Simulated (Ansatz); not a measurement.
Stepwise reaction of `c1cc[c]([SnH2][c]2ccccc2)cc1` with hydrogen, as a gas-phase model of exchange steps in deposition or etching. ΔE in kJ/mol.

Program: Ansatz. Geometries: PBE0-D4/def2-TZVP. ΔE: electronic, gas phase. CCSD(T)/CBS adds triple-zeta CCSD(T) − MP2 to the extrapolated MP2 energy (def2 sets, frozen cores). This one scheme is used for every species. DFT in def2-TZVPP. B3LYP here is the variant with VWN-RPA as its local correlation; programs differ in this. Elements past krypton have def2 core potentials. For Sn outer-core shells are correlated without core-valence functions, which leaves a few kJ/mol of doubt a bond. One conformer a species, not always the lowest.

```
step                                                               reaction  PBE-D4  B3LYP-D4  ωB97M-V  CCSD(T)/CBS
   1  `c1cc[c]([SnH2][c]2ccccc2)cc1` + H₂ → `[SnH3][c]1ccccc1` + `c1ccccc1`   -33.6     -36.4    -39.1        -26.1
   2                        `[SnH3][c]1ccccc1` + H₂ → `[SnH4]` + `c1ccccc1`   -40.8     -44.3    -46.9        -34.5
```

(1) By hand: ΔE of the 2 steps together at CCSD(T)/CBS.

Results:

(1) (-26.1) + (-34.5) = -60.6 kJ/mol, or -30.3 kJ/mol a step.

In ΔE each step is lower than the one before. All are downhill at CCSD(T)/CBS. PBE-D4 differs from CCSD(T)/CBS by -7.5 to -6.3 kJ/mol a step. Isolated molecules leave out the surface, adducts and barriers. Largest T1 diagnostic: 0.013.
